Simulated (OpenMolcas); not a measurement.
## Cu2+, Ag2+, Au2+: d9 down the group

```yaml
Program: OpenMolcas 26.06
Method: RASSCF
Basis: ANO-RCC-VTZP
Scalar_Hamiltonian: DKH2, point nucleus
Spin-orbit_coupling: RASSI with atomic mean-field integrals over the reference wave functions, term energies averaged over their components
```

Active space for each ion: 9 electrons in 9 orbitals (RAS2 d s; RAS3 p, at most 2 electrons).

Computed levels in cm-1 above 2D 5/2:

| Level | Cu2+ | Ag2+ | Au2+ |
| --- | --- | --- | --- |
| 2D 3/2 | 2191 | 4628 | 13382 |
| weight of 2D in the lowest level (%) | 100 | 100 | 100 |

Measured, with the error of the calculation in %. Measured levels: Cu2+ from Sugar and Musgrove, J. Phys. Chem. Ref. Data 19, 527 (1990); Ag2+ from Moore, Atomic Energy Levels, vol. III, NSRDS-NBS 35 (1971 reprint of NBS Circular 467, 1958); Au2+ from Iglesias, J. Res. Natl. Bur. Stand. 64A, 481 (1960).

```csv
Level,Cu2+,Ag2+,Au2+
2D 3/2,2072 (+5.7),4607 (+0.4),12694 (+5.4)
```

The fine-structure level 2D 3/2 changes by a factor of 6.11 from Cu2+ to Au2+.

Without dynamic correlation excited terms often stand tens of per cent too high (terms of higher spin than the ground term too low), and those without a measured partner can miss by more than the paired ones. Some high roots are left out of the spin-orbit mixing, which shifts the levels that they would mix with (holds for Ag2+). Measured partners are found by configuration, term and J. A level has none where our copy of the source lacks it or the pairing is in doubt (some pairs that miss far off the trend of their configuration count as doubtful), and it then counts in no deviation. Levels of configurations outside the active space are missing.
